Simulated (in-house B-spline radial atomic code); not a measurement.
Inner levels of cadmium as electrons are removed. A shift is the extra binding of the orbital against the neutral atom ([Kr] 4d10 5s2). The density at the nucleus is averaged over the nuclear charge. Computed with a B-spline radial code for spherical atoms: Dirac-Hartree-Fock, jj configuration that fills j = l - 1/2 first, finite nuclei.

A number in brackets counts the electrons of a j subshell.

```
  ion               configuration  shift of 1s1/2 (eV)  radius of 1s1/2 (bohr)  Σ<r²> (bohr²)  change of density at nucleus (bohr⁻³)
Cd20+                   [Ar] 3d10               579.41                0.030387         2.5126                                 -440.6
Cd21+      [Ar] 3d3/2(4) 3d5/2(5)               659.87                0.030387           2.33                                -368.68
Cd22+      [Ar] 3d3/2(4) 3d5/2(4)               742.71                0.030388         2.1577                                -293.51
Cd23+      [Ar] 3d3/2(4) 3d5/2(3)               827.94                0.030388         1.9949                                -215.07
Cd24+      [Ar] 3d3/2(4) 3d5/2(2)               915.55                0.030389         1.8408                                -133.38
Cd25+      [Ar] 3d3/2(4) 3d5/2(1)              1005.54                 0.03039         1.6949                                -48.418
Cd26+               [Ar] 3d3/2(4)              1097.89                 0.03039         1.5565                                 39.814
Cd27+               [Ar] 3d3/2(3)              1193.71                0.030391         1.4267                                 133.68
Cd28+               [Ar] 3d3/2(2)              1291.93                0.030392         1.3033                                 230.91
Cd29+               [Ar] 3d3/2(1)              1392.55                0.030392         1.1859                                 331.51
Cd30+                [Ne] 3s2 3p6              1495.56                0.030393         1.0742                                 435.51
Cd31+  [Ne] 3s2 3p1/2(2) 3p3/2(3)              1601.28                0.030389        0.94322                                 552.74
Cd32+  [Ne] 3s2 3p1/2(2) 3p3/2(2)              1708.85                0.030385        0.81642                                  672.8
Cd33+  [Ne] 3s2 3p1/2(2) 3p3/2(1)                    ?                       ?              ?                                      ?
Cd34+           [Ne] 3s2 3p1/2(2)              1929.52                0.030376         0.5746                                 921.44
Cd35+           [Ne] 3s2 3p1/2(1)              2046.29                0.030371        0.46382                                1009.88
Cd36+                    [Ne] 3s2              2165.05                0.030365        0.35657                                1099.53
Cd37+                    [Ne] 3s1              2276.13                0.030363        0.24323                                -833.29
Cd38+                [He] 2s2 2p6               2388.7                0.030361        0.13278                                  -2829
Cd39+  [He] 2s2 2p1/2(2) 2p3/2(3)              2661.43                0.030338        0.11512                               -2476.26
Cd40+  [He] 2s2 2p1/2(2) 2p3/2(2)                    ?                       ?              ?                                      ?
Cd41+  [He] 2s2 2p1/2(2) 2p3/2(1)              3219.92                0.030289       0.081789                               -1748.32
Cd42+           [He] 2s2 2p1/2(2)              3505.65                0.030263       0.066055                               -1373.04
Cd43+           [He] 2s2 2p1/2(1)              3810.74                0.030233        0.05187                                  -1144
Cd44+                    [He] 2s2              4120.75                0.030201       0.038249                                -915.58
Cd45+                    [He] 2s1                    ?                       ?              ?                                      ?
Cd46+                         1s2              4652.77                0.030182      0.0024582                                 -18286
Cd47+                         1s1              5504.03                0.029932      0.0012077                               -84864.3
```

Question: Fill in the row of Cd33+.

Answer: shift of 1s1/2 (eV): 1818.27; radius of 1s1/2 (bohr): 0.030381; Σ<r²> (bohr²): 0.6936; change of density at nucleus (bohr⁻³): 795.7.

Question: Fill in the row of Cd40+.

Answer: shift of 1s1/2 (eV): 2938.51; radius of 1s1/2 (bohr): 0.030314; Σ<r²> (bohr²): 0.098134; change of density at nucleus (bohr⁻³): -2116.05.

Question: Fill in the row of Cd45+.

Answer: shift of 1s1/2 (eV): 4385.32; radius of 1s1/2 (bohr): 0.030198; Σ<r²> (bohr²): 0.020129; change of density at nucleus (bohr⁻³): -9480.
